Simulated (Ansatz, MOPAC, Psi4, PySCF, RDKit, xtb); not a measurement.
Noncovalent pair: CH2O (SMILES C=O) (first 4 atoms) with CH6Si (SMILES C[SiH3]); geometry from B3LYP-D3(BJ)/def2-TZVP, rigid monomers moved along the line of their centres of mass till O2···Si6 is 4.58 Å.
(charge 0, multiplicity 1):
```xyz
12

C      0.17192     0.23390    -0.28016
O     -0.81602    -0.03472     0.34573
H      1.15053     0.38757     0.21129
H      0.15313     0.34126    -1.38119
C     -1.36702    -0.63580     5.03888
Si     0.42272    -0.16812     4.75125
H     -1.44064    -1.61743     5.51082
H     -1.90178    -0.66600     4.08971
H     -1.85754     0.08904     5.69133
H      1.16072    -0.12300     6.04022
H      0.54359     1.16972     4.12170
H      1.11079    -1.15202     3.87950
```

```
level                              interaction energy (meV)  cost
---------------------------------  ------------------------  ----
MMFF94                                                -38.6     -
UFF                                                   -20.4     -
GFN-FF                                                -18.5     -
AM1                                                    -4.7     -
PM3                                                     5.9     -
PM7                                                   -16.2     -
GFN1-xTB                                              -29.2     -
GFN2-xTB                                              -31.1     -
HF/STO-3G (no counterpoise)                            -8.6     -
HF/3-21G (no counterpoise)                            -38.1     -
HF/6-31G*                                             -22.6     -
HF/6-31G* (no counterpoise)                           -36.7     -
HF/aug-cc-pV(D+d)Z                                    -23.3     -
PBE/def2-TZVPPD                                       -25.6    ×1
PBE-D3(BJ)/def2-TZVPPD                                -40.3    ×1
PBE-D4/def2-TZVPPD                                    -37.2    ×1
BP86/6-31G* (no counterpoise)                         -27.0     -
r2SCAN/def2-TZVPPD                                    -25.7    ×1
r2SCAN-D3(BJ)/def2-TZVPPD                             -35.9    ×1
r2SCAN-D4/def2-TZVPPD                                 -34.3    ×1
B3LYP/3-21G (no counterpoise)                         -34.4     -
B3LYP/6-31G*                                          -15.3     -
B3LYP/6-31G* (no counterpoise)                        -35.3     -
B3LYP/6-311+G** (no counterpoise)                     -17.4     -
B3LYP/def2-TZVPPD                                     -14.4    ×1
B3LYP-D3(BJ)/def2-TZVPPD                              -34.6    ×1
B3LYP-D4/def2-TZVPPD                                  -28.7    ×1
PBE0/def2-TZVPPD                                      -24.2    ×1
PBE0-D3(BJ)/def2-TZVPPD                               -39.8    ×1
PBE0-D4/def2-TZVPPD                                   -36.7    ×1
M06-2X/6-31G* (no counterpoise)                       -45.6     -
wB97X-V/def2-TZVPPD                                   -36.1    ×3
wB97M-V/def2-TZVPPD                                   -36.0    ×3
MP2/6-31G*                                            -25.4     -
MP2/6-31G* (no counterpoise)                          -47.0     -
MP2/aug-cc-pV(D+d)Z                                   -34.6     -
SCS-MP2/aug-cc-pV(D+d)Z                               -31.2     -
CCSD/aug-cc-pV(D+d)Z                                  -33.0     -
CCSD(T)/aug-cc-pV(D+d)Z                               -34.9   ×10
SAPT0/jun-cc-pV(D+d)Z                                 -34.9     -
```

The rows run from -47.0 (MP2/6-31G* (no counterpoise)) to 5.9 meV (PM3). In aug-cc-pV(D+d)Z the value moves HF -23.3, MP2 -34.6, CCSD -33.0, CCSD(T) -34.9, a shift of -11.6 from HF to CCSD(T). The dispersion term adds -14.7 in PBE-D3(BJ), -11.6 in PBE-D4, -10.2 in r2SCAN-D3(BJ). The 6 functionals in def2-TZVPPD without D3 or D4 span 21.7, from wB97X-V to B3LYP.

Interaction energies are E(AB) − E(A) − E(B) at the monomers' geometry in the complex; basis-set methods are counterpoise corrected. Rows marked so take none. RDKit's UFF carries no charges.

Frozen-core correlation. Rows in 3-21G, 6-311+G**, 6-31G*, STO-3G carry no dispersion term and start afresh at each structure (6-31G* with six Cartesian d functions). MP2/6-31G* freezes PySCF's default core. The state reached by AM1, PM3, PM7 isn't checked; PM7 holds dispersion and hydrogen-bond terms.

Programs: Ansatz (a first-principles code) with Gaussian orbitals; MOPAC for AM1, PM3, PM7 (differences of heats of formation); Psi4 for SAPT; PySCF for 3-21G rows, 6-311+G** rows, 6-31G* rows, STO-3G rows, the dispersion terms; RDKit for the force fields; xtb for the GFN methods. 

Costs are rough ratios of core time to PBE/def2-TZVPPD (about 9 s over the structures, on one shared machine); a dash marks a level with no comparable run of its own.
